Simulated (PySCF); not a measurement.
This PySCF input asks for the NMR shieldings of `InChI=1S/C5H15N3Si/c1-4-5(7-2)9(6)8-3/h5,8-9H,2,4,6H2,1,3H3/t5-,9+/m1/s1`; the geometry comes from GFN2-xTB.

```python
import basis_set_exchange as bse
import numpy as np
from pyscf import gto, dft
from pyscf.prop import nmr

atoms = """
C    -1.518906   -2.863200    0.100618
N    -1.125786   -1.780560    0.592725
C    -1.108806   -0.586659   -0.180139
C    -1.644376    0.552276    0.685761
C    -1.596571    1.908333   -0.002473
Si    0.713832   -0.408616   -0.745573
N     0.796976    0.642958   -2.110421
N     1.581576    0.134035    0.640748
C     3.001293    0.394875    0.607472
H    -1.476935   -3.755029    0.709158
H    -1.905382   -2.972514   -0.919768
H    -1.725270   -0.681447   -1.089153
H    -2.679791    0.318100    0.953217
H    -1.069243    0.586274    1.611567
H    -2.066050    1.854430   -0.983427
H    -0.567470    2.237528   -0.120548
H    -2.127286    2.651144    0.589893
H     1.165674   -1.694959   -1.303039
H     1.699108    0.833978   -2.512989
H     0.220884    1.467025   -2.152688
H     1.293893   -0.239679    1.533743
H     3.246247    0.855552   -0.347186
H     3.279142    1.081664    1.409191
H     3.601511   -0.515747    0.707798
"""
names = dict.fromkeys(["C", "N", "Si", "H"], "pcSseg-1")
basis = {el: gto.basis.parse(bse.get_basis(n, elements=[el], fmt="nwchem")) for el, n in names.items()}
mol = gto.M(atom=atoms, basis=basis, charge=0, verbose=0)
mf = dft.RKS(mol, xc="PBE0")
mf.grids.level = 2
mf.grids.alignment = dft.numint.BLKSIZE   # the property module wants whole blocks of grid points
mf.conv_tol = 1e-9
mf.kernel()

calc = nmr.RKS(mf)   # GIAO
C = mf.mo_coeff
Co = C[:, mf.mo_occ > 0]
resp = mf.gen_response(singlet=True, hermi=2)
def vind(x):   # induced exchange potential for any number of trial vectors
    d = np.einsum("pi,xij,qj->xpq", C, 2 * x.reshape(-1, C.shape[1], Co.shape[1]), Co, optimize=True)
    return np.einsum("xpq,pi,qj->xij", resp(d - d.transpose(0, 2, 1)), C, Co, optimize=True).ravel()
mo1, _ = nmr.rhf.solve_mo1(calc, with_cphf=vind)
sigma = calc.kernel(mo1)
for i, s in enumerate(sigma):   # ppm
    print("%2d %-2s %9.2f" % (i, mol.atom_pure_symbol(i), np.trace(s) / 3))
```

**Question.** Give the expected output.

**Answer.** 
```
 0 C      36.30
 1 N    -148.62
 2 C     116.47
 3 C     155.41
 4 C     173.70
 5 Si    364.79
 6 N     242.63
 7 N     235.46
 8 C     157.47
 9 H      24.69
10 H      24.02
11 H      28.81
12 H      30.02
13 H      29.35
14 H      30.92
15 H      30.27
16 H      30.51
17 H      27.29
18 H      30.85
19 H      31.26
20 H      30.91
21 H      29.24
22 H      28.83
23 H      29.01
```

These numbers come from an equivalent density-fitted implementation of the same equations, which agrees with the script to about 0.01 ppm for H and up to a few tenths of a ppm for heavy atoms, so last digits may differ.

**Question.** Turn these shieldings into chemical shifts. Chemical shifts δ = σref − σ; 13C (σ = 186.93 ppm), 29Si (σ = 349.16 ppm), 1H (σ = 31.72 ppm) vs TMS; NH3 for 15N (σ = 267.73 ppm), all at this level.

**Answer.** Averaging equivalent atoms: C 0: 150.6; C 2: 70.5; C 3: 31.5; C 8: 29.5; C 4: 13.2; N 1: 416.4; N 7: 32.3; N 6: 25.1; Si 5: -15.6; H 10: 7.69; H 9: 7.03; H 17: 4.43; H 11: 2.90; H 21/22/23: 2.69; H 13: 2.37; H 12: 1.69; H 14/15/16: 1.15; H 20: 0.81; H 18/19: 0.66 ppm. Experimental scales use liquid or dissolved standards, which lie at an offset from isolated NH3 (liquid NH3: subtract about 20 ppm). Unscaled 15N shifts of sp2 nitrogen come out 20 to 40 ppm too high even then.

Size and cost of the density-fitted run: 235 basis functions, 110 s wall time on 1 thread of an Arm Neoverse N1, shared host; peak memory 1.2 GiB.
